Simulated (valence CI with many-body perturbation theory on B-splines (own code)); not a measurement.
**Tl XLIX in brief**

Computed by relativistic CI+MBPT: five valence electrons over a frozen Dirac-Fock core [Ar] 3d10, radial functions for each j: 9 s, 9 p, 8 d, 6 f, 3 g, 1 h, with the one-electron correlation potential Σ1 (screened to all orders), the two-electron term Σ2, the three-electron term Σ3, Breit, model QED; selected single and double excitations, second order for the rest (own B-spline code, finite nucleus).

The last digits are not significant, and no measured levels were compared; by estimate large intervals hold to a few tenths of a per cent, small ones and those within an open d or f shell to about a per cent. Among the levels kept, up to 350 cm⁻¹ of a level comes from second order outside the variational space, and about a tenth of that is noise between levels of different J, which matters for small intervals.

Levels are named by their leading jj configuration (3d3/2^4 stands for four electrons in 3d with j = 3/2), which in mixed levels can hold well under half, so a name can repeat and another be missing.

Rates and lifetimes use the calculated energies. Strong lines usually hold to 10 to 20 %, long lifetimes can be off by a factor of two.

(1) What is the ground level?

(2) What are the static dipole polarisabilities of the lowest levels?

(3) Name the longest-lived excited levels whose lifetime is computed, and their main decay.

(4) What is the ionisation energy?

(5) Among levels below 517.81 eV, which E1 lines absorb most strongly from the ground level?

(6) Where does the other parity begin?

(7) How well does LS coupling describe the low levels?

## Answers

(1) (4s^2 4p1/2^2 4p3/2) J=3/2, composition 48 % 4s2 4p3 2P° + 27 % 4s2 4p3 2D° + 25 % 4s2 4p3 4S°, g = 1.352.

(2) (4s^2 4p1/2^2 4p3/2) J=3/2 0.0211 (tensor 0.0013) bohr³, of which the core gives 0.00132.

(3) (4s^2 4p1/2 4p3/2 4d5/2) J=9/2 at 365.84 eV lives 1.05 μs, mostly by E2 to (4s^2 4p1/2^2 4d5/2) J=5/2; (4s^2 4p1/2 4p3/2^2) J=5/2 at 154.13 eV lives 141 ns, mostly by M1 to (4s^2 4p1/2^2 4p3/2) J=3/2; (4s^2 4p1/2 4p3/2^2) J=1/2 at 161.98 eV lives 49.7 ns, mostly by M1 to (4s^2 4p1/2^2 4p3/2) J=3/2.

(4) 2637.6 eV; NIST lists 2635 ± 4 eV (theoretical).

(5) to (4s^2 4p1/2 4p3/2 4d3/2) J=5/2 at 3.550 nm, f = 0.765; to (4s^2 4p1/2 4p3/2 4d3/2) J=3/2 at 3.532 nm, f = 0.662; to (4s 4p1/2^2 4p3/2^2) J=3/2 at 4.365 nm, f = 0.279.

(6) At (4s^2 4p1/2^2 4d3/2) J=3/2, 179.25 eV.

(7) Among the lowest 20 levels the leading LS term, summed over configurations, holds 54 % on average. For single configurations the figures are 53 % in LS and 96 % in jj coupling. Terms mix most in the J = 5/2 level at 219.13 eV, where the leading one holds 32 %.
